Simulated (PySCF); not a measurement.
A structure optimised at B3LYP-D3(BJ)/def2-SVP, used in a PySCF frequency run:

```
C
O 1 1.4095
C 2 1.4028 1 113.92
H 3 1.0998 2 107.88 1 179.93
H 3 1.1087 4 108.71 2 -121.38
H 3 1.1093 4 108.73 5 -117.20
H 1 1.1107 2 111.75 3 56.33
H 1 1.1138 7 106.19 2 121.67
Si 1 1.8926 7 110.34 8 118.23
H 9 1.4899 1 108.81 7 -66.55
C 9 1.8674 10 112.71 1 122.29
H 11 1.1004 9 111.79 10 65.47
H 11 1.1006 12 109.07 9 -120.47
H 11 1.1026 12 108.61 13 -117.79
Cl 9 2.0899 10 107.16 1 -117.42
```

Q: Write its SMILES and formula.

A: COC[Si@H](C)Cl, C₃H₉ClOSi

Q: What are its rotational constants (standard atomic weights)?

A: 3.1219, 1.2955, 1.0773 GHz
